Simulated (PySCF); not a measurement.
# Working out the excitation energy of Ne⁺

Ne⁺ [He] 2s2 2p5 (2P) → Ne⁺ [He] 2s1 2p5 3s1 (4P). Computed with PySCF 2.14 in aug-cc-pVDZ (4s3p2d, 23 functions), with no relativity, point nucleus. Frozen: 1s2. Energies in hartree (1 hartree = 27.21139 eV):

| part | Ne⁺ (lower) | Ne⁺ (upper) |
| --- | --- | --- |
| UHF | -127.766882 | -125.821791 |
| CCSD correlation | -0.153547 | -0.172303 |
| (T) | -0.001651 | -0.004501 |

Task: What does Hartree-Fock give?

Result: (-125.821791) − (-127.766882) = 1.945091 hartree = 52.929 eV.

Task: What do CCSD and CCSD(T) give?

Result: The CCSD correlation energies differ by -0.018756 hartree = -0.510 eV and the triples by -0.002850 hartree = -0.078 eV, so CCSD gives 52.419 eV and CCSD(T) 52.341 eV.

The upper state lies above the first ionisation limit, where it may autoionise and the basis confines it. A Rydberg-like electron needs more diffuse functions than a valence basis has.

A double-zeta basis recovers only part of the correlation energy.

The coupled-cluster amplitudes are large, so a single reference is strained.
